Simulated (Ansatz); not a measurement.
`[CH3][GeH2][SeH]` → `[CH3][GeH]` + H₂Se at 700 K and 1 bar (germylene formation by 1,1-elimination).

Calculated with Ansatz (gas phase, PBE0-D4/def2-TZVP geometries, no zero-point term in ΔE). CBS: MP2 limit from def2 TZ/QZ plus the TZ coupled-cluster correction, frozen cores. For Ge, Se outer-core shells are correlated without core-valence functions, which leaves a few kJ/mol of doubt a bond. Scalar relativity is left out up to krypton. Each species was taken in one conformer, which may not be the lowest.

```
           species  CCSD(T)/CBS energy (Eh)  H − E (kJ/mol)  S (J/(mol·K))
`[CH3][GeH2][SeH]`              -4518.50643           226.8          441.3
      `[CH3][GeH]`              -2116.52215           151.1          334.8
              H₂Se              -2401.89790            61.1          251.1
```

H − E and S are ideal-gas, rigid-rotor, harmonic terms from PBE0-D4/def2-TZVP, for one conformer and one mirror image of each species. 1 Eh = 2625.50 kJ/mol, R = 8.31446 J/(mol·K).

Q: By hand: ΔE, ΔH, ΔS and ΔG.

A: ΔE = (-2116.52215) + (-2401.89790) − (-4518.50643) = 0.08638 Eh = 226.8 kJ/mol. Δ(H − E) = 151.1 + 61.1 − 226.8 = -14.6, so ΔH = 212.2 kJ/mol. ΔS = 334.8 + 251.1 − 441.3 = 144.6 J/(mol·K). ΔG = 212.2 − 700 × (144.6)/1000 = 111.0 kJ/mol.

Q: By hand: the equilibrium constant, and the temperature at which ΔG would vanish if ΔH and ΔS stayed fixed.

A: log₁₀ K = −ΔG/(RT ln 10) = -8.3. ΔG = 0 at ΔH/ΔS = 1467 K.

The number of gas molecules changes by +1, which sets the sign of ΔS. A doubt of 5 kJ/mol in ΔE shifts log₁₀ K by 0.4 here. Other conformers and mirror images would add mixing entropy, several J/(mol·K) or more a flexible species. These are equilibria of isolated gas molecules and say nothing of rates. Largest T1 diagnostic: 0.011 (customary marks: 0.02 for closed shells, 0.045 for open ones).
